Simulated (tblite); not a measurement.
Compound: C3H5ClO2S.
Structure used (GFN2-xTB), in Å, numbered top down from 1:
```xyz
12
C3H5ClO2S angstrom
O      2.2469    1.0096   -1.0833
S      1.4123   -0.0472   -0.6150
O      0.9904   -1.0580   -1.5278
Cl     2.4540   -0.9910    0.8591
C      0.0303    0.5849    0.3083
C     -1.2827    0.3663   -0.3652
C     -0.8787   -0.4933    0.7859
H      0.2765    1.4637    0.8769
H     -2.0550    1.1079   -0.2250
H     -1.2515   -0.0693   -1.3519
H     -0.5713   -1.5061    0.5731
H     -1.3700   -0.3681    1.7388
```

Computed with GFN2-xTB (tblite): harmonic, unscaled wavenumbers at the GFN2-xTB geometry, gas phase. The method is semi-empirical: single wavenumbers can be off by several per cent or more. One conformer, not necessarily the lowest.

Harmonic wavenumbers (cm⁻¹): 46.5, 137.1, 198.7, 260.0, 291.9, 331.1, 359.1, 460.4, 524.0, 677.9, 790.9, 831.1, 959.9, 993.3, 999.0, 1054.0, 1080.2, 1081.5, 1126.9, 1138.5, 1172.5, 1293.0, 1330.4, 1411.3, 1468.3, 3092.6, 3095.8, 3106.9, 3113.5, 3125.3.

A = 2874, B = 1662, C = 1359 MHz; mass 139.970 u (most abundant isotopes); point group C1, symmetry number 1.

Question: What is the zero-point energy?

Answer: Half the sum of the wavenumbers: 17776 cm⁻¹ = 212.65 kJ/mol.

Question: Entropy at 500 K, 1 bar (ideal gas, RRHO, classical rotation)?

Answer: Translation 181.23, rotation 124.83, vibration 132.80: S = 438.9 J/(mol K).

Question: And Cp and H(500 K) − H(0)?

Answer: Cp = 166.80 J/(mol K), of which vibrations give 133.54 (their classical limit is 30 R = 249.4); H(500 K) − H(0) = 51.45 kJ/mol without the zero-point energy, 34.83 from vibrations.

Question: Blend soft modes into free rotors: weight 1/[1 + (100 cm⁻¹/ν̃)⁴] for the oscillator and the rest for a rotor with moment μB/(μ + B), μ = h/(8π²ν), B = 10⁻⁴⁴ kg m². What vibrational entropy results?

Answer: 124.53 J/(mol K) in place of 132.80, which changes −T·S at 500 K by +4.14 kJ/mol.

Question: How do the functions run with temperature in this model?

Answer: 
| T (K) | S (J/(mol K)) | Cp (J/(mol K)) | H − H(0) (kJ/mol) | G − H(0) (kJ/mol) | ln q(vib) |
| --- | --- | --- | --- | --- | --- |
| 100 | 272.6 | 60.6 | 4.52 | -22.74 | 0.98 |
| 200 | 324.1 | 90.5 | 12.12 | -52.71 | 2.55 |
| 300 | 366.2 | 118.8 | 22.58 | -87.27 | 4.22 |
| 800 | 527.3 | 208.2 | 108.39 | -313.46 | 12.43 |
| 1000 | 575.7 | 225.0 | 151.81 | -423.87 | 15.40 |

q(vib) and H(0) count from the zero-point level.

Hindered rotation and anharmonicity are outside this model. Other conformers, if any are populated, would add a mixing term that is left out. The structure is chiral; the term R ln 2 for an equal mix with its mirror image is left out.
